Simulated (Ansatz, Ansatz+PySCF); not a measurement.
```xyz
14

C     2.8986    0.0000    0.0000
C     2.6115    1.2577    0.0000
C     1.8073    2.2662    0.0000
C     0.6450    2.8259    0.0000
C    -0.6450    2.8259    0.0000
C    -1.8073    2.2662    0.0000
C    -2.6115    1.2577    0.0000
C    -2.8986    0.0000    0.0000
C    -2.6115   -1.2577    0.0000
C    -1.8073   -2.2662    0.0000
C    -0.6450   -2.8259    0.0000
C     0.6450   -2.8259    0.0000
C     1.8073   -2.2662    0.0000
C     2.6115   -1.2577    0.0000
```

Basis set: def2-SVP (spherical functions). Charge 0, multiplicity 1.

Computed with Ansatz (development build ahead of 0.2.0); each method stands on the lowest determinant of its kind that the runs found. Restricted functionals stand beside restricted open-shell atoms, which can lie above the unrestricted atoms usual in DFT and then raise those values.

The atomization energy at this shape (free ground-state atoms in the same class of orbitals less the molecule, no zero-point energy) of singlet C₁₄:

```tsv
method	atomization energy
ωB97X (restricted)	86.92 eV
PBE0 (restricted)	91.20 eV
UHF	62.98 eV
RHF	58.89 eV
```

Problem. What does PBE0 (unrestricted) give?

Solution. 90.58 eV. Caution for UHF: the unrestricted determinant is a mixture of spin states. Caution for RHF: an unrestricted determinant lies well below.

The shape needn't be a minimum at these levels.
